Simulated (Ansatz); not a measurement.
`[NH2][Mo]([NH2])(=[O])=[O]`, charge 0, multiplicity 1.

Give a relaxed structure at PBE0-D4/def2-TZVP (Ansatz 0.2.0). (Best estimate.)

Ansatz gave: 
```xyz
9

N    -0.906    1.076   -0.873
Mo   -0.266   -0.576   -0.106
N     1.275   -0.276    1.020
O    -1.493   -1.208    0.858
O     0.207   -1.583   -1.369
H    -1.637    1.640   -0.465
H    -0.633    1.417   -1.782
H     1.224   -0.135    2.017
H     2.228   -0.355    0.701
```
Point group C2v.
This is one stationary point; other conformers may exist.
